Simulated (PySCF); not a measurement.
Working out the ionisation energy of Nb+

Nb+ [Kr] 4d4 (5D) → Nb(2+) [Kr] 4d3 (4F). Computed with PySCF 2.14 in aug-cc-pVTZ-DK, with the spin-free X2C one-electron Hamiltonian (Gaussian nucleus). Frozen: [Kr]. Energies in hartree (1 hartree = 27.21139 eV):

```csv
part,Nb+ (lower),Nb(2+) (upper)
UHF,-3816.911568,-3816.431797
CCSD correlation,-0.041233,-0.018375
(T),-0.000649,-0.000093
```

Q: What does Hartree-Fock give?

A: (-3816.431797) − (-3816.911568) = 0.479771 hartree = 13.055 eV.

Q: What do CCSD and CCSD(T) give?

A: The CCSD correlation energies differ by 0.022858 hartree = 0.622 eV and the triples by 0.000556 hartree = 0.015 eV, so CCSD gives 13.677 eV and CCSD(T) 13.692 eV.

A first-order spin-orbit estimate adds -0.052 eV to CCSD(T) (valence), giving 13.640 eV against 14.32 eV (semi-empirical (NIST evaluation); NIST Atomic Spectra Database, ionization energies).

What remains against the reference includes basis incompleteness, the frozen core and higher excitations.
